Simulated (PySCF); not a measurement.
Cd(F)(GeH3) (CdFGeH3), SMILES [F][Cd][GeH3]. Heavy atoms are numbered as in [Cd:1]([F:2])[GeH3:3]. Hydrogens are named by the atom that carries them.

The structure is a stationary point at B3LYP-D3(BJ)/def2-SVP. The structure was generated by enumeration; whether it is a known compound was not checked. The def2 effective core potentials stand for the cores of Cd; spin–orbit coupling is left out.

These are CAM-B3LYP/def2-TZVPD run with PySCF values and carry that method's errors.

Mulliken values depend strongly on the basis, most of all with diffuse functions as here. ESP charges are fitted to the potential on shells at 1.4 to 2.0 van der Waals radii. Atomic charges (e), one atom of each kind:

```tsv
atom	Mulliken	ESP fit
Cd1	0.70	___
F2	-0.70	___
Ge3 (GeH3)	-0.02	___
H on Ge3	0.00	___
```

**Question.** Complete the blanks. (An estimate is asked for; the answer gives what the named calculation found.)

**Answer.** 
- Cd1, ESP fit: 0.75
- F2, ESP fit: -0.54
- Ge3 (GeH3), ESP fit: -0.37
- H on Ge3, ESP fit: 0.05
